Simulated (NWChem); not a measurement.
Molecule: CrNHOClF; SMILES [NH]=[Cr](=[O])([F])[Cl]

Problem. Give the equilibrium geometry at PBE0/def2-SVP (NWChem) as a Z-matrix, with the point group.

Solution. point group C1; any orientation.
```
Cr
O 1 1.5203
N 1 1.5899 2 108.36
H 3 1.0276 1 131.75 2 5.11
F 1 1.6971 2 111.57 3 -120.07
Cl 1 2.1342 2 108.32 3 116.25
```
